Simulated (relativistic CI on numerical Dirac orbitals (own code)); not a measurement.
Method of calculation: Dirac-Coulomb-Breit CI, KLI orbitals optimised for each configuration, model QED, unscaled Slater integrals (own radial code, finite nucleus).

The strongest absorption lines from the ground level of an ion, among the configurations computed and to levels below about 373 eV (vacuum wavelength in Å, gf): 47.274 (0.12), 49.295 (0.73), 49.472 (0.66), 50.083 (0.44), 50.265 (0.11), 50.720 (0.64), 50.906 (0.19), 54.436 (0.11).

Question: Which ion is it?
A. In XXVII
B. Cs XXXIII
C. Ce XXXVI
D. Te XXX

Answer: B. Cs XXXIII has 23 electrons and the ground level 3s²3p⁶3d⁵ ⁶S5/2; the strongest line goes to 3s²3p⁵3d⁶ ⁶P°3/2. The pattern of lines fixes the number of electrons, and along that sequence the line energies rise steadily with the charge (about as its square where n changes within one kind of shell, about linearly where n is kept but much faster in heavy ions where fine structure, which grows about as Z⁴, sets the gap, and irregularly where shells cross), which fixes Z. Configurations outside the model, such as inner-shell arrays, can give stronger lines. At this charge energies of transitions that change n are usually good to better than 1 %, and those within a shell (Δn = 0) to a few per cent. Terms inside the open d or f shell come out 10 to 20 % too wide with unscaled integrals.

LS names give the leading component of a level, which can be under half, so a name can repeat, a term be missing and a line seem to break the LS rules.
